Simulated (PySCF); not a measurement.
**Bond length, frequency and bond energy of VN by level of theory**

State: ³Δ (triplet), unpaired electrons σ ↑, δ ↑. Set-up: V x2c-TZVPPall, N x2c-TZVPPall; spin-free X2C with a Gaussian nucleus (PySCF 2.14). De refers to V (3d3 4s2) + N in their high-spin ground configurations, without counterpoise correction. The functionals are run spin-unrestricted. A positive dipole means V(−)N(+). Levels whose curve was spin-contaminated or gave no clean fit are not listed.

```tsv
Level	Re (Å)	ωe (cm⁻¹)	De (eV)	μ (D)
ROHF	1.466	1354	n/a	-3.06
PBE	1.547	1109	n/a	-3.15
r²SCAN	1.542	1094	n/a	-3.23
PBE0	1.523	1111	n/a	-3.20
M06	1.519	1124	n/a	-3.24
MN15	1.512	1176	n/a	-3.15
ωB97M-V	1.512	1176	n/a	-3.06
```

Question: What does a quarter of exact exchange do here, going from PBE to PBE0?

Answer: PBE0 less PBE: -2.4 pm in Re, +0.2 % in ωe. Exact exchange removes part of the self-interaction that spreads semilocal densities, and in most molecules shortens and stiffens the bond and lowers De; so it does here.

De is left out where the level can put another filling of the metal’s s and d shells below the measured ground configuration, by anything from nothing to about 1 eV. UHF is strongly spin-contaminated for VN, so the ROHF reference used there is far from stable. The state is the lowest single determinant that the PBE0 search found; with open d or f shells the true ground state can be another one.

The whole job (state search and all levels along the bond) took about 24 min on 1 thread of Arm Neoverse V1 (shared host), peak memory 3.7 GiB.
